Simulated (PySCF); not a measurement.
## Molecular orbitals of TlIn⁺

UHF at R = 3.626 Å; basis Tl def2-SVP with ECP60, In def2-SVP with ECP28; scalar-relativistic core potentials; PySCF 2.14. State: ²Σ⁺ (doublet), unpaired electrons σ ↑. Only the outer orbitals are listed, counted within each symmetry, core potentials removing the inner ones.

| spin | orbital | occ. | ε (eV) | on Tl (%) | main shells (%) |
| --- | --- | --- | --- | --- | --- |
| α | 2δ | 1 | -28.16 | 100 | 100 Tl d |
| α | 2δ | 1 | -28.16 | 100 | 100 Tl d |
| α | 4π | 1 | -28.04 | 100 | 100 Tl d |
| α | 4π | 1 | -28.04 | 100 | 100 Tl d |
| α | 6σ | 1 | -28.03 | 100 | 100 Tl d |
| α | 7σ | 1 | -17.96 | 83 | 82 Tl s, 15 In s |
| α | 8σ | 1 | -15.79 | 19 | 80 In s, 16 Tl s |
| α | 9σ | 1 | -10.26 | 45 | 53 In p, 42 Tl p |
| α | 5π | 0 | -4.21 | 51 | 51 Tl p, 49 In p |
| α | 5π | 0 | -4.21 | 51 | 51 Tl p, 49 In p |
| α | 6π | 0 | -3.04 | 49 | 51 In p, 49 Tl p |
| β | 2δ | 1 | -28.16 | 100 | 100 Tl d |
| β | 2δ | 1 | -28.16 | 100 | 100 Tl d |
| β | 4π | 1 | -27.97 | 100 | 100 Tl d |
| β | 4π | 1 | -27.97 | 100 | 100 Tl d |
| β | 6σ | 1 | -27.92 | 100 | 100 Tl d |
| β | 7σ | 1 | -16.99 | 88 | 87 Tl s, 11 In s |
| β | 8σ | 1 | -14.76 | 12 | 88 In s, 12 Tl s |
| β | 5π | 0 | -4.00 | 51 | 51 Tl p, 49 In p |
| β | 5π | 0 | -4.00 | 51 | 51 Tl p, 49 In p |
| β | 9σ | 0 | -3.67 | 52 | 52 Tl p, 45 In p |

Problem. Which are the highest filled and the lowest empty level, where do they sit, and how wide is the gap?

Solution. Highest filled α 9σ at -10.26 eV (in %: 53 In p, 42 Tl p); lowest empty α 5π at -4.21 eV (in %: 51 Tl p, 49 In p); the gap at UHF is 6.05 eV.

| Item | Value |
| --- | --- |
| bond order (Mayer) | 0.50 |
| ⟨S²⟩ | 0.780 |
| charge on Tl (Mulliken, basis-dependent) | 0.53 |
| charge on Tl (Löwdin, basis-dependent) | 0.51 |
| dipole moment (positive dipole points towards In; it is taken about the centre of mass and depends on that origin) | 1.78 D |
| polarisability along the bond | 228.0 bohr³ |
| polarisability across the bond | 56.9 bohr³ |

These are scalar-relativistic numbers at best; spin–orbit coupling would shift them, the dissociation energy most. The state was picked by a PBE0 search and need not be the measured ground state.
